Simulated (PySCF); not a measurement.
B(Cl)(OMe)(SH) (CH4BClOS), SMILES SB(OC)Cl. Geometry: PBE-D3(BJ)/def2-SVP. The values are those of a single conformer.

Task: Give the equilibrium geometry at PBE-D3(BJ)/def2-SVP (PySCF confirms it by a frequency run) as bond lengths and angles, and its point group. (Estimate from the structure and the level; the computed values follow.)

Result: One answer among several that fit: point group Cs.
Atoms: B1 Cl2 O3 C4 H5 H6 H7 S8 H9. Bond lengths (Å): B1–Cl2 1.777, B1–O3 1.353, B1–S8 1.829, O3–C4 1.422, C4–H5 1.112, C4–H6 1.107, C4–H7 1.112, S8–H9 1.359. Bond angles (°): Cl2–B1–O3 117.3, Cl2–B1–S8 121.6, O3–B1–S8 121.1, B1–O3–C4 122.4, O3–C4–H5 111.2, O3–C4–H6 108.0, O3–C4–H7 111.2, H5–C4–H6 108.9, H5–C4–H7 108.5, H6–C4–H7 108.9, B1–S8–H9 95.1.
Charge 0, spin multiplicity 1.
